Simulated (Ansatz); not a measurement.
Relative stability

The two ends of one reaction step of AlH2F3, closed shell (PBE0-D4/def2-TZVP).

A:

| atom | x (Å) | y (Å) | z (Å) |
| --- | --- | --- | --- |
| Al1 | -0.4815 | -0.3833 | 0.2038 |
| F2 | -1.5586 | 0.8409 | 0.0687 |
| F3 | -0.3216 | -1.4622 | -1.0137 |
| F4 | 0.2043 | -0.7051 | 1.6523 |
| H5 | 0.8316 | 1.1404 | -0.4878 |
| H6 | 1.3255 | 0.5691 | -0.4233 |

B:

```
6
angstrom
Al 0.2675 -0.5880 0.1141
F -0.9232 1.0522 -0.1160
F -0.5080 -1.5861 -0.9417
F 0.0196 -0.8292 1.7242
H -0.4136 1.7700 -0.4209
H 1.5575 0.1809 -0.3596
```

Computed with Ansatz 0.2.0 (basis: def2-TZVPP); correlated methods freeze the cores. B3LYP uses VWN-RPA correlation.

(1) Which structure is lower at CCSD(T), and by how much? (Judge from chemistry; the value comes from the calculation.)

No T1 diagnostic of these runs exceeds 0.013.

Results:

(1) The calculation gives: A, by 116.9 kJ/mol (electronic energy, against the other). By their contacts, A is a complex of AlF₃ ([F][Al]([F])[F]) + H₂ and B is AlH₂F₃ ([F][AlH]([F])[FH]).

All methods give the same order:

```csv
method,E(B) − E(A) (kJ/mol)
SPW92,104.1
PBE-D4,113.1
BLYP-D4,121.0
r2SCAN-D4,121.4
B97M-V,106.9
PBE0-D4,111.1
B3LYP-D4,118.3
r2SCAN0-D4,117.8
BHLYP-D4,116.2
CAM-B3LYP-D4,115.6
wB97X-V,114.2
wB97M-V,113.4
B2PLYP,120.0
PBE-QIDH,115.2
RPA on PBE,113.6
HF,113.4
MP2,122.8
CCSD,116.2
CCSD(T),116.9
```

Labels in which every atom is bracketed show which atoms are joined, not bond orders.

For scale, one of the runs: CCSD(T)/def2-TZVPP, 163 basis functions, launched by `ansatz run in.yaml --threads 2 --pin off --events-out ev --progress --plain --max-ram 4352MiB`. Time: 13 s of wall clock on 2 CPU threads of an Intel Xeon 6975P-C; the host was shared. Peak host memory: 1.4 GiB.
